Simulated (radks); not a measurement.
Numerical settings for neutral phosphorus, [Ne] 3s2 3p3. Method: scalar-relativistic Kohn-Sham, PBE, spin-polarised, spherical densities, finite nucleus; open shells are filled with parallel spins first; Fermi nuclear charge, rms radius 3.1889 fm; computed with a radial shooting solver on a logarithmic mesh with Libxc functionals. The defaults (mesh step 0.008 in ln r, mesh end at 40 bohr or more with all orbitals vanishing there, Anderson mixing 0.5 over 9 steps, residual threshold near 1e-9 with the energy settled to 1e-9 hartree or 1e-11 of itself, here a cap of 53 iterations) give E = -341.9706 hartree and 3p at -6.283 eV in 17 iterations. Run on one thread of a shared host, so times are rough (Arm Neoverse V2): 0.11 s of CPU time, 0.11 s wall, 17 iterations on 2309 mesh points. Changes against that run (0 stands for a change within the tolerance of the run):

setting                    iterations  converged  E (mhartree)  e(3p) (meV)  CPU (s)
mesh step in ln r 0.003            53         no             0            0     0.62
mesh step in ln r 0.12             53         no     -1.98e+06            -     0.15
mesh step in ln r 0.08             14        yes      -0.00244      -0.0343     0.02
mesh end (bohr) 12                 17        yes      +0.00455       +0.587      0.1
mesh end (bohr) 8                  17        yes         +1.04        +65.5      0.1
residual threshold 1e-13           53         no             0            0     0.22
residual threshold 0.1              8        yes             0      +0.0995     0.07
mixing 0.2                         19        yes             0            0     0.12
linear mixing, mixing 0.5          53         no         +23.9    -2.86e+03     0.29
linear mixing, mixing 1            53         no     +3.55e+03    -4.13e+04     0.54
mixing history 2                   28        yes             0            0     0.15
iteration cap 5                     5         no      -0.00118        -1.83     0.04

Settings that end as converged yet miss the energy by more than 1 mhartree: mesh end (bohr) 8 (+0.00104 hartree). A mesh that ends early acts as a hard wall.
